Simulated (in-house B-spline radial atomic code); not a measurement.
Radial electron density of P III (P2+), [He] 2s2 2p5 3s2 3p1 3d1. All numbers are computed (Dirac-Kohn-Sham LDA VWN5, spherical fractional occupations; Fermi nucleus of rms radius 3.1889 fm, inside a hard spherical wall at 2.86 bohr) with an all-electron radial atomic-structure program (B-spline basis), not measured.

Columns: r (bohr), 4πr²n(r) (electrons per bohr), bar.

```
 0.00418   0.4402 #
 0.00492   0.5953 ##
 0.00579   0.8017 ##
 0.00682    1.076 ###
 0.00803    1.436 ####
 0.00945    1.903 #####
  0.0111    2.494 ######
  0.0131    3.265 ########
  0.0154    4.204 ###########
  0.0182    5.389 ##############
  0.0214    6.759 #################
  0.0252    8.352 ######################
  0.0296    10.09 ##########################
  0.0349    11.96 ###############################
  0.0411    13.78 ###################################
  0.0483    15.36 ########################################
  0.0569    16.54 ###########################################
   0.067    17.09 ############################################
  0.0789    16.86 ###########################################
  0.0929    15.84 #########################################
   0.109    14.27 #####################################
   0.129    12.41 ################################
   0.152    10.93 ############################
   0.178    10.29 ##########################
    0.21    10.69 ############################
   0.247    11.99 ###############################
   0.291    13.59 ###################################
   0.343    14.66 ######################################
   0.403    14.46 #####################################
   0.475    12.76 #################################
   0.559    9.979 ##########################
   0.658    6.963 ##################
   0.775    4.614 ############
   0.912    3.431 #########
    1.07     3.25 ########
    1.26    3.471 #########
    1.49    3.432 #########
    1.75    2.791 #######
    2.06    1.656 ####
    2.43   0.5066 #
    2.83 0.002518
```

On this grid the curve has 3 maxima, near 0.067, 0.343, 1.26 bohr.

The 3d3/2 radial function P(r) = rR(r), positive near the nucleus, with its small component Q(r) (sign convention: Q ≈ (P' + κP/r)/2c):

```
r (bohr)          P          Q
  0.0411  0.0008962  0.0003781
  0.0569   0.002202  0.0006639
  0.0789   0.005305   0.001135
   0.109    0.01226   0.001857
   0.152    0.02785   0.002931
    0.21    0.05874   0.004302
   0.291     0.1173   0.005895
   0.403     0.2173   0.007415
   0.559     0.3709   0.008446
   0.775      0.572   0.008483
    1.07     0.7752   0.007152
    1.49     0.8735   0.004128
    2.06     0.6667  3.615e-05
    2.83    0.02768  -0.003295
```
